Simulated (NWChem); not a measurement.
NbNH$_{2}$SCl$_{2}$; SMILES [NH2][Nb](=[S])([Cl])[Cl]

```xyz
7

Nb    -0.0550    -0.1506     0.0000
S     -1.9928     0.7273     0.0000
Cl     1.1104     0.4156     1.8993
Cl     1.1104     0.4156    -1.8993
N     -0.3875    -2.0494     0.0000
H     -1.2842    -2.5291     0.0000
H      0.3816    -2.7209     0.0000
```
Atoms are numbered in this order, from 1.

Results from NWChem. The geometry was optimised at PBE0/def2-SVP. No frequency run checked for a minimum. def2 effective core potentials on Nb; no spin-orbit coupling. Level M06-2X/def2-SVP: energy and gradient on several grids; changes count from the extra-fine grid, which is no exact limit either.

Problem. Which is the coarsest grid (fine; medium; coarse; xfine; xcoarse) from which on the energy stays within 100 μHa and each gradient component within 200 μHa/bohr of xfine?

Solution. medium.
```
grid     size of the energy change (μHa)  largest change of a gradient component (μHa/bohr)
-------  -------------------------------  -------------------------------------------------
xcoarse                             4000                                               4000
coarse                               300                                                300
medium                              < 10                                                 90
fine                                < 10                                               < 30
xfine                               < 10                                               < 30
```
